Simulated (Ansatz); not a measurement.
`[OH][GeH]([F])[GeH3]` + difluoromethane → `F[CH2][GeH3]` + `[OH][GeH]([F])[F]` at 600 K and 1 bar (formal exchange of groups at a Ge–Ge bond).

Gas-phase electronic energies from Ansatz, PBE0-D4/def2-TZVP geometries. CBS: MP2 limit from def2 TZ/QZ plus the TZ coupled-cluster correction, frozen cores. This one scheme is used for every species. For Ge outer-core shells are correlated without core-valence functions, which leaves a few kJ/mol of doubt a bond. Scalar relativity is left out up to krypton. One conformer a species, not always the lowest.

```json
{"species": "`[OH][GeH]([F])[GeH3]`", "CCSD(T)/CBS energy (Eh)": "-4330.26117", "H − E (kJ/mol)": "188.2", "S (J/(mol·K))": "463.9"}
{"species": "`FCF`", "CCSD(T)/CBS energy (Eh)": "-238.82660", "H − E (kJ/mol)": "113.4", "S (J/(mol·K))": "283.4"}
{"species": "`F[CH2][GeH3]`", "CCSD(T)/CBS energy (Eh)": "-2216.93494", "H − E (kJ/mol)": "183.5", "S (J/(mol·K))": "368.2"}
{"species": "`[OH][GeH]([F])[F]`", "CCSD(T)/CBS energy (Eh)": "-2352.17909", "H − E (kJ/mol)": "115.3", "S (J/(mol·K))": "379.6"}
```

H − E and S are ideal-gas, rigid-rotor, harmonic terms from PBE0-D4/def2-TZVP, for one conformer and one mirror image of each species. 1 Eh = 2625.50 kJ/mol, R = 8.31446 J/(mol·K).

Question: By hand: ΔE, ΔH, ΔS and ΔG.

Answer: ΔE = (-2216.93494) + (-2352.17909) − (-4330.26117) − (-238.82660) = -0.02626 Eh = -68.9 kJ/mol. Δ(H − E) = 183.5 + 115.3 − 188.2 − 113.4 = -2.8, so ΔH = -71.7 kJ/mol. ΔS = 368.2 + 379.6 − 463.9 − 283.4 = 0.5 J/(mol·K). ΔG = -71.7 − 600 × (0.5)/1000 = -72.0 kJ/mol.

Question: By hand: the equilibrium constant, and the temperature at which ΔG would vanish if ΔH and ΔS stayed fixed.

Answer: log₁₀ K = −ΔG/(RT ln 10) = 6.3. ΔH and −TΔS have one sign here, so there is no such temperature. One of them is within its doubt of zero, so this could turn.

The number of gas molecules stays the same, so ΔS is small and ΔH decides. A doubt of 5 kJ/mol in ΔE shifts log₁₀ K by 0.4 here. Other conformers and mirror images would add mixing entropy, several J/(mol·K) or more a flexible species. These are equilibria of isolated gas molecules and say nothing of rates. Largest T1 diagnostic: 0.012 (customary marks: 0.02 for closed shells, 0.045 for open ones).
